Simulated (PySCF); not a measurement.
F2H5NSi2. Atoms are numbered in the order given.

```xyz
10

Si     2.0747    -0.0835     0.8805
N      0.6465    -0.5316    -0.0371
Si    -0.8390     0.3042    -0.1756
F     -1.1591     0.6806    -1.7183
F     -2.0792    -0.6428     0.2588
H      2.4131    -1.1196     1.8941
H      1.7601     1.1994     1.5591
H      3.2562     0.0941    -0.0072
H      0.7132    -1.4058    -0.5627
H     -0.8242     1.5232     0.6430
```
Charge 0, spin multiplicity 1.

The structure is a stationary point at TPSSh-D3(BJ)/def2-SVP. The structure was generated by enumeration, and PubChem lists no compound with its InChIKey, so it may never have been made. The values are those of a single conformer.

Method: KT2/pcSseg-1 (PySCF).

GIAO shieldings, no solvent; atoms listed in one row are averaged. δ = σ(ref) − σ: ²⁹Si against TMS (σ = 361.9 ppm); ¹⁵N against NH3 (σ = 266.2 ppm); ¹⁹F against CFCl3 (σ = 127.1 ppm); ¹H against TMS (σ = 31.47 ppm), references at their B3LYP-D3(BJ)/def2-TZVP geometries, non-relativistic.

Task: Estimate the chemical shifts. (The exact figures need the calculation; the answer reports its results.)

Result: 
```csv
nucleus,atoms,count,δ (ppm)
²⁹Si,Si3,1,-32.5
²⁹Si,Si1,1,-55.2
¹⁵N,N2,1,35.7
¹⁹F,F4,1,-167.7
¹⁹F,F5,1,-169.5
¹H,"H6, H7, H8",3,4.99
¹H,H10,1,4.89
¹H,H9,1,1.05
```
